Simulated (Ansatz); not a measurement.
Molecule: ReO3 (charge +1, singlet). 
Coordinates optimised at B3LYP-D3(BJ)/def2-TZVP (Ansatz, a first-principles code):
```
Re
O 1 1.6845
O 1 1.6845 2 105.89
O 1 1.6845 2 105.89 3 -112.16
```
Charge +1, spin multiplicity 1.

Wanted: vertical ionisation energy (to the doublet state of charge +2; each state is the SCF solution reached for its spin; the molecule has degenerate orbitals, so one determinant may break the symmetry; the UHF <S^2> is 2.01 for the doublet (pure: 0.75); for the doublet T1 is 0.098; for the singlet the Hartree-Fock reference is unstable and T1 is 0.035), in eV. Valence correlation only, unless marked. UHF or UKS for open shells. No spin-orbit coupling. Frozen are the shells of the preceding noble gas and the d and f shells that filled before the atom's block. Past Kr the def2 sets carry scalar-relativistic core potentials. CBS marks a two-point X^-3 extrapolation of the correlation energy; Hartree-Fock from the larger set.

```tsv
level	program	vertical ionisation energy (eV)
HF/def2-SVPD	Ansatz	16.14
HF/def2-QZVPPD	Ansatz	15.65
RI-HF/def2-TZVPPD	Ansatz	15.66
SVWN5/def2-TZVPD	Ansatz	19.04
PBE/def2-TZVPD	Ansatz	18.69
r2SCAN/def2-TZVPD	Ansatz	18.80
B3LYP/def2-TZVPD	Ansatz	18.98
PBE0/def2-TZVPD	Ansatz	18.88
BHLYP/def2-TZVPD	Ansatz	18.62
CAM-B3LYP/def2-TZVPD	Ansatz	19.01
wB97M-V/def2-TZVPD	Ansatz	18.92
wB97X-V/def2-TZVPD	Ansatz	18.91
B2PLYP/def2-TZVPD	Ansatz	19.79
MP2/def2-SVPD	Ansatz	23.23
RI-MP2/def2-TZVPPD	Ansatz	23.61
RI-MP2/def2-QZVPPD	Ansatz	23.73
RI-MP2/CBS(def2-TZVPPD,def2-QZVPPD)	Ansatz	23.84
SCS-MP2/def2-SVPD	Ansatz	22.76
CCSD/def2-SVPD	Ansatz	18.54
CCSD(T)/def2-SVPD	Ansatz	18.96
```
